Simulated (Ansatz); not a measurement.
A run for Ansatz (a first-principles code): R-CCSD(T)/aug-cc-pV(D+d)Z on C2H8S (a complex), monomers drawn apart or pushed together. Files ending in .json are basis or fitting sets from the Basis Set Exchange.

Ansatz 0.2 input:
```yaml
crystal:
  periodic: [false, false, false]
  atoms:
    - {symbol: C, position_ang: [-0.05253314, 0.07524439, -0.09987776]}
    - {symbol: H, position_ang: [-1.11684466, 0.02075430, 0.12847562]}
    - {symbol: H, position_ang: [0.49353200, 0.40839097, 0.78163316]}
    - {symbol: H, position_ang: [0.30373735, -0.90909669, -0.40184656]}
    - {symbol: H, position_ang: [0.10475973, 0.78045081, -0.91489445]}
    - {symbol: C, position_ang: [-0.23194702, -1.32428550, 4.67008502]}
    - {symbol: S, position_ang: [0.27949722, 0.38286758, 5.05082942]}
    - {symbol: H, position_ang: [-0.25412011, -1.49790175, 3.59654432]}
    - {symbol: H, position_ang: [0.52021571, -1.97231310, 5.11684358]}
    - {symbol: H, position_ang: [-1.19951542, -1.55381432, 5.11137760]}
    - {symbol: H, position_ang: [-0.73912255, 1.00218378, 4.43284468]}
basis:
  gaussian:
    orbitals: aug-cc-pV_D+d_Z.json
magnetization: {spin_polarized: false}
correlation: {method: ccsd_t, electrons: outside_noble_gas}
scf: {lower_state_search: off}
```

Q: Give the final energy of this run.

A: -478.4816 hartree (reference determinant -477.9343, T1 diagnostic 0.009).

Q: How many basis functions does it have, and what does it roughly cost on one machine?

A: 150 functions; very roughly 15 core-seconds.
